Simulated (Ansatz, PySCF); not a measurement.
This PySCF input computes a B3LYP/def2-TZVPD energy:

```python
from pyscf import gto, scf, dft

mol = gto.M(
    atom='''
    B     0.07708449    0.01202927   -0.00533162
    F     0.72401766    1.16669685   -0.09943622
    F     0.83621914   -1.07777976   -0.01165983
    C    -1.47360481   -0.07947561    0.10486125
    H    -1.95512297    0.89694856    0.10822970
    H    -1.75589327   -0.61467533    1.01563107
    H    -1.87490852   -0.66581963   -0.72650568
    ''',
    basis='def2-tzvpd',
    charge=0,
    spin=0,
    verbose=4,
)

mf = dft.RKS(mol, xc='b3lyp').density_fit(auxbasis='def2-universal-jkfit')
mf.grids.level = 3
mf.conv_tol = 1e-9
mf.max_cycle = 100
mf.max_memory = 1500
mf.kernel()
if not mf.converged:
    mf = mf.newton()
    mf.kernel(mf.make_rdm1())
mf.analyze()
```

Task: Write an input for the same energy in Ansatz (an electronic-structure program) and say what it gives.

Result: 
Ansatz 0.2 input:
```yaml
crystal:
  periodic: [false, false, false]
  atoms:
    - {symbol: B, position_ang: [0.07708449, 0.01202927, -0.00533162]}
    - {symbol: F, position_ang: [0.72401766, 1.16669685, -0.09943622]}
    - {symbol: F, position_ang: [0.83621914, -1.07777976, -0.01165983]}
    - {symbol: C, position_ang: [-1.47360481, -0.07947561, 0.10486125]}
    - {symbol: H, position_ang: [-1.95512297, 0.89694856, 0.10822970]}
    - {symbol: H, position_ang: [-1.75589327, -0.61467533, 1.01563107]}
    - {symbol: H, position_ang: [-1.87490852, -0.66581963, -0.72650568]}
basis:
  gaussian:
    orbitals: def2-TZVPD
hamiltonian:
  xc: {name: B3LYP}
output: {forces: true}
```
It gives -264.70823 Eh, and PySCF -264.70831 Eh, a difference of 0.08 mEh, from the treatment of integrals and grids.
